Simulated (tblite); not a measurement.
A tight-binding relaxation on `CC[O][Ge@H]([C]#N)[N](C)C=O`.

Computed with GFN2-xTB geometry optimisation, gas phase (tblite 0.8.0). Start geometry: from a force field or distance geometry. The command runs a driver script over a list of jobs; the input below is this job's line of settings and its coordinates in Å.

Command:
```bash
OMP_NUM_THREADS=1 python probes_run.py task.json out
```

Input:
```
{"job": {"kind": "relax", "xc": "GFN2-xTB", "basis": "xTB"}, "charge": 0, "multiplicity": 1}
C      3.349900     0.610000    -0.975200
C      2.297600    -0.169600    -0.186700
O      1.063900     0.220600    -0.700400
Ge    -0.281100    -0.608000     0.123000
C     -0.651800    -2.269800    -0.744900
N     -0.900600    -3.269600    -1.292800
N     -1.862100     0.349900     0.099700
C     -3.090000    -0.136700     0.729900
C     -1.830300     1.613500    -0.564300
O     -0.769900     2.043700    -1.103100
H      3.247300     0.284200    -2.019100
H      3.083200     1.698600    -0.855700
H      4.346100     0.457900    -0.532300
H      2.422300    -1.263700    -0.398400
H      2.357300     0.004100     0.905300
H      0.109300    -0.883200     1.601300
H     -3.808700     0.691200     0.939600
H     -3.533800    -0.902700     0.032000
H     -2.804100    -0.674300     1.650200
H     -2.749700     2.214500    -0.594900
```

Output:
```
step      E/eV     max force
  0    -861.26514    4.432
  1    -861.31645    9.674
  2    -861.58064    4.069
  3    -861.63873    3.710
  4    -861.76658    0.865
  5    -861.79083    0.539
  6    -861.81019    0.628
  7    -861.83470    0.340
  8    -861.84615    0.256
  9    -861.86346    0.420
... (218 lines left out)
228    -862.42847    0.089
229    -862.42887    0.056
230    -862.42932    0.052
231    -862.42976    0.050
232    -862.42995    0.045
233    -862.43015    0.031
234    -862.43027    0.031
235    -862.43033    0.016
236    -862.43035    0.012
237    -862.43037    0.009
```

«max force» is the largest atomic force in eV/Å.

Question: From which step on does the largest force stay under 0.1 eV/Å, and how much energy is left to gain from there?

Answer: From step 227 (0.032 eV/Å), 2.6 meV above the end.

In short: energy lowered by 26.9 kcal/mol over 237 steps; largest atomic force 0.009 eV/Å at the end.

Question: Give the final coordinates.

Answer: 1.358 Å rms from the input after alignment:
```
atom  x, y, z in Å
C1     2.3590    1.3092   -0.4110
C2     2.3532   -0.2041   -0.2686
O3     1.3568   -0.6296    0.6530
Ge4   -0.2563   -1.1832    0.4399
C5    -0.4681   -2.7164   -0.7256
N6    -0.6058   -3.6374   -1.3876
N7    -1.5702    0.1209   -0.0596
C8    -2.6617    0.6653    0.7091
C9    -1.3170    0.4550   -1.3166
O10   -0.3666   -0.0532   -1.8917
H11    1.4373    1.6376   -0.8859
H12    2.4413    1.7777    0.5671
H13    3.2004    1.6149   -1.0271
H14    2.1974   -0.6655   -1.2472
H15    3.3056   -0.5530    0.1445
H16   -0.6129   -1.5194    1.8647
H17   -2.5821    1.7520    0.7843
H18   -3.6228    0.4073    0.2581
H19   -2.6171    0.2395    1.7107
H20   -1.9754    1.1931   -1.7975
```

Question: How long does this job take on one thread of an Arm Neoverse N1, shared host with 64 logical CPUs at a one-minute load of 52?

Answer: About 3.7 s.
Labels such as C1 count atoms from 1, the log's own numbers from 0.
